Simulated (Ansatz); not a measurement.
Z-matrix (Å, degrees):
```
C
C 1 1.3292
O 1 1.3726 2 119.52
H 3 0.9624 1 109.79 2 -180.00
H 2 1.0788 1 120.34 3 -180.00
H 2 1.0807 5 118.66 1 -180.00
C 1 1.4958 2 125.09 5 0.00
H 7 1.0878 1 111.09 2 0.00
H 7 1.0948 8 108.27 1 -121.78
H 7 1.0948 8 108.27 9 -116.43
```
Charge +1, spin multiplicity 2.

The numbers are results of Ansatz (a first-principles code) with frozen-core CCSD(T)/cc-pVTZ // B3LYP-D3(BJ)/def2-TZVP, not measurements. The geometry is that of the parent before the electron was removed.

```yaml
HF energy: -191.72766 Ha
MP2 correlation energy: -0.69343 Ha
```

Problem. Estimate the CCSD correlation energy, the (T) correction, the total energy and the T1 diagnostic.

Solution. 
* **CCSD correlation energy**: -0.72995 Ha
* **(T) correction**: -0.02913 Ha
* **CCSD(T) total energy**: -192.48674 Ha
* **T1 diagnostic**: 0.021
